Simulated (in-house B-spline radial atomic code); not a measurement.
**Ar IV (Ar3+): [Ne] 3s(0 up, 1 down) 3p(0 up, 3 down) 4f(1 up, 0 down) (an excited or competing configuration)**

Method: non-relativistic wB97X, spin-polarised, spherical fractional occupations, point nucleus. Calculated with a radial B-spline atomic code at the basis-set limit.

Z_r = [3n² - l(l+1)]/(2<r>); Z_e = n√(-2ε); the last column is Slater's effective charge. Values are occupation-weighted means over spin.

```tsv
shell	electrons	ε (eV)	<r> (bohr)	Z_r	Z_e	Slater
1s	2	-3194.5	0.08615	17.41	15.32	17.70
2s	2	-366.73	0.4139	14.50	10.38	13.85
2p	6	-300.32	0.3749	13.34	9.40	13.85
3s	1	-83.578	1.252	10.78	7.44	8.15
3p	3	-66.32	1.321	9.46	6.62	8.15
4f	1	-9.861	4.69	3.84	3.41	4.00
```

The least bound orbital is 4f up at -9.861 eV, and it is also the most diffuse (<r> = 4.69 bohr).

Caution: exact exchange at fractional occupations of open shells leaves self-interaction of up to several eV.
